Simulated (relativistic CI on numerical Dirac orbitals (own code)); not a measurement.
## Hyperfine structure of Re III, mass number 187

Computed by Dirac-Coulomb-Breit CI, separate exchange-only KLI orbitals for each configuration, a model potential for QED, valence Slater integrals scaled by 0.85, P86 correlation energy added to each configuration (own radial code, finite nucleus).

Configuration list (outside the closed core [Kr] 4d10 4f14 5s2): 5p6 5d5, 5p6 5d4 6s, 5p6 5d3 6s2, 5p6 5d4 6p, 5p6 5d4 5f, 5p6 5d3 6s 6p, 5p6 5d4 6d, 5p6 5d4 7s, 5p6 5d4 7p, 5p6 5d4 7d, 5p6 5d3 6s 7s, 5p6 5d3 6p2, 5p6 5d4 6f, 5p6 5d4 5g, 5p5 5d6. Levels of other configurations are missing.

Nuclear spin I = 5/2, μ = 3.209 μN, Q = 1.94 b (tables of Stone and Pyykkö). The electronic factors are computed for point nuclear moments, without core polarisation; leaving it out makes A of s and p electrons in near-neutral atoms 20 to 40 % too small, and it can dominate for d and f shells.

| Level | E (cm⁻¹) | A (MHz) | B (MHz) |
| --- | --- | --- | --- |
| 5p6 5d5 4G_7/2 | 18011.2 | 829.2 | 1010 |
| 5p6 5d5 4G_11/2 | 18908.7 | 980.8 | -261 |
| 5p6 5d5 4G_9/2 | 19146.1 | 883 | 625 |
| 5p6 5d4 6s 6D_1/2 | 20682.7 | 4124 |  |
| 5p6 5d4 6s 6D_3/2 | 21432.5 | 5246 | 939 |
| 5p6 5d5 4D_7/2 | 21643.0 | 490.8 | 463 |
| 5p6 5d4 6s 6D_5/2 | 23566.4 | 6154 | 679 |

Levels with J = 0, under 50 % of one LS term, or S terms without an open s electron are left out. Small factors come from cancelling terms and can be off by tens of per cent or more.

For a near-neutral ion this model can misplace configurations by up to about 10,000 cm⁻¹ (more where the count of f electrons changes) and terms by 10 to 25 % of their spread. Rates follow the energies as ν³ (E1, M1) or ν⁵ (E2), so they and the lifetimes can be off by large factors. The fine structure of a lone outer electron comes out too small, for d and f at times inverted, and misplaced configurations move strength between like terms. 19 of the 69 excited levels that our extract of the measured tables holds in this range could be paired (the sources list more); they are missed by 2760 cm⁻¹ on average and 4415 at most, and levels without a partner can miss by more. Some levels of the ground configuration have no partner and can miss by 10 % or more.

Give the hyperfine levels of 5p6 5d5 4G_7/2 relative to its centre of gravity.

With K = F(F + 1) − I(I + 1) − J(J + 1), E = AK/2 + B[¾K(K + 1) − I(I + 1)J(J + 1)]/[2I(2I − 1)J(2J − 1)]: F = 1: -8788, F = 2: -7418, F = 3: -5254, F = 4: -2168, F = 5: 2014, F = 6: 7508 MHz.

LS names give the leading component of a level, which can be under half, so a name can repeat, a term be missing and a line seem to break the LS rules.
